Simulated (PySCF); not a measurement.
# Correlation energy of Ar²⁺ (argon, charge +2)

[Ne] 3s2 3p4, high-spin 3P determinant. All numbers are calculated (PySCF 2.14, the non-relativistic Hamiltonian (point nucleus), in pcseg-2 (5s4p2d1f, 34 functions)). Frozen: [Ne]; 6 electrons correlated.

MP2 pair energies summed by pair of shells (mhartree):

```csv
pair,energy,share (%)
3p-3p,-57.95,48.0
3s-3p,-54.50,45.2
3s-3s,-8.18,6.8
```

Total MP2 correlation energy: -120.63 mhartree.

Same-spin part -28.10 and opposite-spin part -92.53 mhartree; SCS-MP2 scales them by 1/3 and 6/5 to -120.40 mhartree.

```csv
level,correlation energy (mhartree)
CCSD,-146.34
(T),-3.60
CCSD(T),-149.94
```

Diagnostics: T1 = 0.0072, D1 = 0.0238, largest double amplitude 0.058.

Question: Is a single reference adequate?

Answer: Yes: T1 lies below 0.03 and no double amplitude reaches 0.07.
